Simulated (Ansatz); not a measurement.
C$_{7}$H$_{18}$AgOP, SMILES `CC[P+](CC)(CC)[Ag-][O]C`, one more setting.

```yaml
crystal:
  periodic: [false, false, false]
  atoms:
    - {symbol: C, position_ang: [-1.312510, -1.809451, -1.999277]}
    - {symbol: C, position_ang: [-0.893562, -0.349607, -1.910563]}
    - {symbol: P, position_ang: [-0.222796, 0.095929, -0.267499]}
    - {symbol: C, position_ang: [-1.706108, 0.155448, 0.802289]}
    - {symbol: C, position_ang: [-1.396975, 0.636999, 2.211063]}
    - {symbol: C, position_ang: [0.297412, 1.843222, -0.448356]}
    - {symbol: C, position_ang: [-0.768278, 2.837198, -0.879858]}
    - {symbol: Ag, position_ang: [1.447743, -1.279405, 0.502858]}
    - {symbol: O, position_ang: [2.814447, -2.570883, 1.166183]}
    - {symbol: C, position_ang: [4.105734, -2.226307, 1.519715]}
    - {symbol: H, position_ang: [-1.658380, -2.049231, -3.006720]}
    - {symbol: H, position_ang: [-2.127695, -2.038933, -1.309730]}
    - {symbol: H, position_ang: [-0.477782, -2.472427, -1.760821]}
    - {symbol: H, position_ang: [-0.098537, -0.139804, -2.632850]}
    - {symbol: H, position_ang: [-1.731548, 0.311963, -2.150190]}
    - {symbol: H, position_ang: [-2.102419, -0.863226, 0.831413]}
    - {symbol: H, position_ang: [-2.468049, 0.780550, 0.326053]}
    - {symbol: H, position_ang: [-0.623963, 0.020077, 2.675255]}
    - {symbol: H, position_ang: [-1.045310, 1.671226, 2.216412]}
    - {symbol: H, position_ang: [-2.288629, 0.589672, 2.839183]}
    - {symbol: H, position_ang: [0.735235, 2.131383, 0.511487]}
    - {symbol: H, position_ang: [1.131131, 1.828126, -1.157135]}
    - {symbol: H, position_ang: [-1.587433, 2.891731, -0.159926]}
    - {symbol: H, position_ang: [-1.193026, 2.582915, -1.852796]}
    - {symbol: H, position_ang: [-0.340909, 3.838934, -0.962324]}
    - {symbol: H, position_ang: [4.656035, -3.121395, 1.854717]}
    - {symbol: H, position_ang: [4.694649, -1.794336, 0.690009]}
    - {symbol: H, position_ang: [4.161505, -1.500358, 2.351426]}
basis:
  gaussian: {orbitals: x2c-TZVPPall}
magnetization: {spin_polarized: true, initial_magnetization: 2}
hamiltonian: {xc: {name: B2GP-PLYP}}
accuracy: high
```

```sh
$ ansatz run in.yaml --threads 11 --pin off --events-out ev --progress --plain --max-ram 110592MiB --backend cuda --devices 0, --max-vram 75GiB
```

Output, abridged:

```
Functional definition: B2GP-PLYP
11240 factors; integrals over basis functions are off by at most 4.9e-7 eV
mean field evaluation 1: about -163481.1092 eV, gradient 5.8e1 eV
mean field evaluation 2: about -163481.5593 eV, gradient 5.8e1 eV
mean field evaluation 4: about -163492.6035 eV, gradient 3.2e1 eV
mean field evaluation 8: about -163497.7056 eV, gradient 3.9e0 eV
mean field evaluation 16: about -163498.8501 eV, gradient 2.8e-1 eV
mean field evaluation 32: about -163499.0134 eV, gradient 2.8e-3 eV
mean field -163499.01340421 eV, -6008.4779189929 hartree, gradient 2.0e-8 eV, S^2 2.011483; 8 other end points of the search recorded, 0 dependent functions left out
27 core orbitals not correlated: weight in the atoms' cores, before any rotation towards them, 1.000 or more for the frozen orbitals, at most 0.000 for the correlated occupied ones
reference -163499.01343753 eV, -6008.4779202175 hartree; 39, 37 occupied and 555, 557 virtual orbitals, 11240 factors
second order -72.25509449 eV of doubles, -0.00000000 eV of singles
Total energy: -163525.02527155 eV, -6009.4338374862 hartree
Relativity: scalar
```

Hardware: 11 threads of an AMD EPYC 7R13 on a shared host and a whole NVIDIA H100 80 GB. Wall time 32 s, peak host memory 13 GiB.
